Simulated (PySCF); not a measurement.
## Ionisation energy along the 10-electron series

Calculated with PySCF 2.14 and a two-component X2C-1e Hamiltonian (Gaussian nucleus, no Breit or QED terms), each ion in its own even-tempered basis scaled to its charge; GMP2 freezes nothing and drops the highest virtual spinors. Values in eV. NIST values: (m) measured, (s) semi-empirical, (t) theoretical.

```json
{"ion": "W⁶⁴⁺", "configuration": "[Ne]", "GHF (spin-free)": "16022.4", "GMP2 (spin-free)": "16024.0", "GHF (screened spin-orbit)": "15619.8", "GMP2 (screened spin-orbit)": "15621.4", "NIST": "15566 ± 11 (s)"}
{"ion": "Os⁶⁶⁺", "configuration": "[Ne]", "GHF (spin-free)": "17026.0", "GMP2 (spin-free)": "17027.6", "GHF (screened spin-orbit)": "16574.8", "GMP2 (screened spin-orbit)": "16576.4", "NIST": "16560 ± 40 (t)"}
```

(1) Fill in the row of Re⁶⁵⁺.

Results:

(1) configuration: [Ne]; GHF (spin-free): 16519.9; GMP2 (spin-free): 16521.6; GHF (screened spin-orbit): 16093.6; GMP2 (screened spin-orbit): 16095.2; NIST: 16080 ± 30 (t).
